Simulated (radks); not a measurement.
All-electron atom: the platinum ion Pt3.5+ in [Xe] 4f14 5d(up 4.5, down 2) (fractional occupations, a model configuration). Method: scalar-relativistic Kohn-Sham, PBE, spin-polarised, spherical densities, point nucleus; computed with a radial shooting solver on a logarithmic mesh with Libxc functionals.

Unscreened Slater integrals over Kohn-Sham orbitals (cm^-1). They are taken over the spin-up orbitals.

\begin{tabular}{lr}
integral & value \\ \hline
F0(5d,5d) & 136250 \\
F2(5d,5d) & 71730 \\
F4(5d,5d) & 47849 \\
F0(5d,5p) & 153450 \\
F2(5d,5p) & 77032 \\
G1(5d,5p) & 92953 \\
G3(5d,5p) & 57785 \\
F0(5d,4f) & 174860 \\
F2(5d,4f) & 41802 \\
F4(5d,4f) & 19622 \\
G1(5d,4f) & 13875 \\
G3(5d,4f) & 13066 \\
G5(5d,4f) & 10453 \\
F0(5p,5p) & 181100 \\
F2(5p,5p) & 97907 \\
F0(5p,4f) & 222650 \\
F2(5p,4f) & 69570 \\
G2(5p,4f) & 26949 \\
G4(5p,4f) & 22687 \\
F0(4f,4f) & 389540 \\
F2(4f,4f) & 192670 \\
F4(4f,4f) & 122510 \\
F6(4f,4f) & 88616 \\
\end{tabular}

Derived for the open shells (J is the average intra-shell exchange parameter used in DFT+U). 5d: Racah B = F2/49 - 5 F4/441 = 921.4 cm^-1, C = 35 F4/441 = 3798 cm^-1, C/B = 4.12, F4/F2 = 0.667, J = (F2 + F4)/14 = 8541 cm^-1.
